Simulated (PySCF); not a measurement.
**Electron correlation in Al⁺ (aluminium, charge +1)**

[Ne] 3s2, closed-shell 1S. Computed with PySCF 2.14 in x2c-SVPall (4s3p1d, 18 functions), with scalar relativity by spin-free X2C-1e. Frozen: [Ne]; 2 electrons correlated.

Total MP2 correlation energy: -25.43 mhartree.

Same-spin part 0.00 and opposite-spin part -25.43 mhartree; SCS-MP2 scales them by 1/3 and 6/5 to -30.51 mhartree.

With two correlated electrons CCSD is exact within the correlated space (frozen core and kept virtual orbitals).

| level | correlation energy (mhartree) |
| --- | --- |
| CCSD | -38.08 |

Diagnostics: T1 = 0.0091, D1 = 0.0128, largest double amplitude 0.117.

Cost of the coupled-cluster step: 0.05 s of wall time on 1 thread of Neoverse-V1 (shared host), for 2 correlated electrons.

Iterations:

```
CC2 = 0
CCSD nocc = 1, nmo = 13
frozen orbitals [0, 1, 2, 3, 4]
max_cycle = 100
direct = 0
conv_tol = 1e-08
conv_tol_normt = 1e-06
diis_space = 8
diis_start_cycle = 0
Init t2, MP2 energy = -242.040502931708  E_corr(MP2) -0.0254283844521307
Init E_corr(CCSD) = -0.0254283844521308
cycle = 1  E_corr(CCSD) = -0.032929565999097  dE = -0.00750118155  norm(t1,t2) = 0.0507787
cycle = 2  E_corr(CCSD) = -0.035709154364507  dE = -0.00277958837  norm(t1,t2) = 0.0231808
cycle = 3  E_corr(CCSD) = -0.0380772622126839  dE = -0.00236810785  norm(t1,t2) = 0.0113037
cycle = 4  E_corr(CCSD) = -0.0380764699343717  dE = 7.92278312e-07  norm(t1,t2) = 0.000500394
cycle = 5  E_corr(CCSD) = -0.038084337984376  dE = -7.86805e-06  norm(t1,t2) = 5.20058e-05
cycle = 6  E_corr(CCSD) = -0.0380817504787399  dE = 2.58750564e-06  norm(t1,t2) = 9.28321e-06
cycle = 7  E_corr(CCSD) = -0.0380822672107122  dE = -5.16731972e-07  norm(t1,t2) = 2.49457e-06
cycle = 8  E_corr(CCSD) = -0.0380822459721567  dE = 2.12385555e-08  norm(t1,t2) = 8.31437e-08
cycle = 9  E_corr(CCSD) = -0.0380822485351003  dE = -2.56294359e-09  norm(t1,t2) = 2.02775e-08
CCSD converged
E(CCSD) = -242.0531567957914  E_corr = -0.03808224853510025
```
